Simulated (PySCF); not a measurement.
Br2Se. Atoms are numbered in the order given.

```xyz
3

Se     0.0000     0.0000     0.9737
Br     0.0000     1.8088    -0.4729
Br     0.0000    -1.8088    -0.4729
```
Charge 0, spin multiplicity 1.

Coordinates come from a PBE0-D3(BJ)/def2-SVP optimisation.

Level of theory: B3LYP/pcSseg-2 (PySCF).

GIAO shieldings, no solvent; atoms alike by connectivity are averaged. δ = σ(ref) − σ: ⁷⁷Se against Me2Se (σ = 1646.2 ppm), references at their B3LYP-D3(BJ)/def2-TZVP geometries, non-relativistic (without spin–orbit terms, shifts of atoms bonded to Cl or Br come out too high).

```
nucleus  atoms  count  δ (ppm)
-------  -----  -----  -------
⁷⁷Se       Se1      1   1873.4
```
